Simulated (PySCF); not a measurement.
Predicted microwave data (CAM-B3LYP/def2-SVPD in PySCF (dipole) on a GFN2-xTB geometry, gas phase) for one isomer of CH13NSi4:

- Rotational constants: A = 1676, B = 893.4, C = 670.1 MHz
- Dipole components: |μa| = 0.15 D, |μb| = 0.39 D, |μc| = 0.30 D
- Inertial defect: -113.12 u·Å²
- κ: -0.56

Question: Which candidate fits, each taken in the one conformer that was computed?
A. `[SiH3:1][CH2:2][SiH2:3][SiH2:4][NH:5][SiH3:6]` with Si1–C2–Si3–Si4 -66°, C2–Si3–Si4–N5 113°, Si3–Si4–N5–Si6 -55°
B. `[CH3:1][SiH2:2][Si@H:3]([SiH3:4])[NH:5][SiH3:6]` with C1–Si2–Si3–Si4 32°, Si2–Si3–N5–Si6 178°
C. `CN[Si]([SiH3])([SiH3])[SiH3]`
D. `[CH3:1][SiH2:2][SiH2:3][N:4]([SiH3:5])[SiH3:6]` with C1–Si2–Si3–N4 3°, Si2–Si3–N4–Si5 86°

Answer: A. It is [SiH3]C[SiH2][SiH2]N[SiH3], an asymmetric top, point group C1. The candidates at the same level (rigid rotor, commonest isotopes):

| SMILES | A (MHz) | B (MHz) | C (MHz) | μa (D) | μb (D) | μc (D) | Δ (u·Å²) | point group | rotor |
| --- | --- | --- | --- | --- | --- | --- | --- | --- | --- |
| C[SiH2][Si@H]([SiH3])N[SiH3] | 1713 | 831.0 | 643.8 | 0.31 | 0.77 | 0.46 | -118.16 | C1 | asymmetric top |
| [SiH3]C[SiH2][SiH2]N[SiH3] | 1676 | 893.4 | 670.1 | 0.15 | 0.39 | 0.30 | -113.12 | C1 | asymmetric top |
| C[SiH2][SiH2]N([SiH3])[SiH3] | 1805 | 911.6 | 862.8 | 0.08 | 0.06 | 0.46 | -248.65 | near Cs | asymmetric top |
| CN[Si]([SiH3])([SiH3])[SiH3] | 1157 | 1063 | 934.5 | 0.40 | 0.29 | 1.37 | -371.48 | – | asymmetric top |

`CN[Si]([SiH3])([SiH3])[SiH3]` has C 39 % too high; `C[SiH2][SiH2]N([SiH3])[SiH3]` has C 29 % too high; `C[SiH2][Si@H]([SiH3])N[SiH3]` has B 7 % too low. No structure here is proved a minimum.
